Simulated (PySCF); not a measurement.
C7H8O2P (charge -1).
Numbering: `[CH:1]#[C:2][P@@:3](=[O:4])([O-:5])[C:6]1=[CH:7][CH2:8][CH2:9][CH2:10]1` (hydrogens: H11 on C1; H12 on C7; H13, H14 on C8; H15, H16 on C9; H17, H18 on C10)

A GFN2-xTB structure with every atom displaced at random (by about 0.01 Å) was refined with PySCF, PBE0-D3(BJ)/def2-SVP geometry optimisation, gas phase. Values at the start:

```
  coordinate    start
       C1≡C2  1.212 Å
      C1–H11  1.034 Å
       C2–P3  1.820 Å
       P3–O5  1.481 Å
       P3–C6  1.810 Å
       C6=C7  1.323 Å
      C6–C10  1.485 Å
       C7–C8  1.502 Å
      C7–H12  1.078 Å
       C8–C9  1.522 Å
      C8–H13  1.131 Å
      C8–H14  1.093 Å
      C9–C10  1.530 Å
      C9–H15  1.091 Å
     C10–H17  1.107 Å
     C10–H18  1.101 Å
    C1–C2–P3   174.5°
    C2–P3–O5   108.6°
    C2–P3–C6    96.6°
   P3–C6–C10   122.3°
    O4–P3–O5   119.2°
    O4–P3–C6   112.9°
    O5–P3–C6   109.6°
    C7–C8–C9   103.9°
 C2–P3–C6–C7     122°
 C6–C7–C8–C9      10°
C7–C8–C9–C10     -16°
C8–C9–C10–C6      16°
```

Q: How do these coordinates change at the PBE0-D3(BJ)/def2-SVP level?

A: 
```json
{"coordinate": "C1–H11", "PBE0-D3(BJ)/def2-SVP (Å or °)": "1.074", "change": "+0.040"}
{"coordinate": "P3–O5", "PBE0-D3(BJ)/def2-SVP (Å or °)": "1.506", "change": "+0.025"}
{"coordinate": "C8–H13", "PBE0-D3(BJ)/def2-SVP (Å or °)": "1.109", "change": "-0.022"}
{"coordinate": "C6–C10", "PBE0-D3(BJ)/def2-SVP (Å or °)": "1.506", "change": "+0.021"}
{"coordinate": "C8–C9", "PBE0-D3(BJ)/def2-SVP (Å or °)": "1.541", "change": "+0.019"}
{"coordinate": "C6=C7", "PBE0-D3(BJ)/def2-SVP (Å or °)": "1.340", "change": "+0.017"}
{"coordinate": "C7–H12", "PBE0-D3(BJ)/def2-SVP (Å or °)": "1.093", "change": "+0.015"}
{"coordinate": "P3–C6", "PBE0-D3(BJ)/def2-SVP (Å or °)": "1.825", "change": "+0.015"}
{"coordinate": "C2–P3", "PBE0-D3(BJ)/def2-SVP (Å or °)": "1.835", "change": "+0.015"}
{"coordinate": "C8–H14", "PBE0-D3(BJ)/def2-SVP (Å or °)": "1.105", "change": "+0.012"}
{"coordinate": "C9–H15", "PBE0-D3(BJ)/def2-SVP (Å or °)": "1.102", "change": "+0.011"}
{"coordinate": "C9–C10", "PBE0-D3(BJ)/def2-SVP (Å or °)": "1.539", "change": "+0.009"}
{"coordinate": "C1≡C2", "PBE0-D3(BJ)/def2-SVP (Å or °)": "1.220", "change": "+0.008"}
{"coordinate": "C10–H17", "PBE0-D3(BJ)/def2-SVP (Å or °)": "1.103", "change": "-0.004"}
{"coordinate": "C10–H18", "PBE0-D3(BJ)/def2-SVP (Å or °)": "1.105", "change": "+0.004"}
{"coordinate": "C7–C8", "PBE0-D3(BJ)/def2-SVP (Å or °)": "1.506", "change": "+0.004"}
{"coordinate": "O4–P3–O5", "PBE0-D3(BJ)/def2-SVP (Å or °)": "124.9", "change": "+5.7"}
{"coordinate": "C1–C2–P3", "PBE0-D3(BJ)/def2-SVP (Å or °)": "179.1", "change": "+4.6"}
{"coordinate": "O4–P3–C6", "PBE0-D3(BJ)/def2-SVP (Å or °)": "109.2", "change": "-3.7"}
{"coordinate": "O5–P3–C6", "PBE0-D3(BJ)/def2-SVP (Å or °)": "106.8", "change": "-2.8"}
{"coordinate": "C2–P3–C6", "PBE0-D3(BJ)/def2-SVP (Å or °)": "99.1", "change": "+2.5"}
{"coordinate": "C2–P3–O5", "PBE0-D3(BJ)/def2-SVP (Å or °)": "106.8", "change": "-1.8"}
{"coordinate": "P3–C6–C10", "PBE0-D3(BJ)/def2-SVP (Å or °)": "123.7", "change": "+1.4"}
{"coordinate": "C7–C8–C9", "PBE0-D3(BJ)/def2-SVP (Å or °)": "102.7", "change": "-1.2"}
{"coordinate": "C7–C8–C9–C10", "PBE0-D3(BJ)/def2-SVP (Å or °)": "-22", "change": "-6"}
{"coordinate": "C8–C9–C10–C6", "PBE0-D3(BJ)/def2-SVP (Å or °)": "22", "change": "+6"}
{"coordinate": "C2–P3–C6–C7", "PBE0-D3(BJ)/def2-SVP (Å or °)": "117", "change": "-5"}
{"coordinate": "C6–C7–C8–C9", "PBE0-D3(BJ)/def2-SVP (Å or °)": "14", "change": "+4"}
```

The energy falls by 19.0 kJ/mol over 11 energy and gradient evaluations, the largest force component goes from 0.0312 to 4.2e-04 Eh/bohr, and the atoms move by 0.117 Å rms after alignment. The bond that changes most is C1–H11 (terminal alkyne carbon to alkyne hydrogen), which lengthens by 0.040 Å. Bonds longer at the end by more than 0.005 Å: 12 of 18; shorter: 1. Rotational constants go from 1898, 840.6, 737.4 to 1877, 816.2, 733.6 MHz.

The run used 184 basis functions and 81 SCF cycles in all. Hardware: an Arm Neoverse V1 with one thread, no GPU, shared host with 64 logical CPUs at a one-minute load of 19. Cost: 3.3 min of wall time, 0.83 GiB resident at most.

Whether it is a minimum is left open (no frequencies).

One conformer stands for the species.
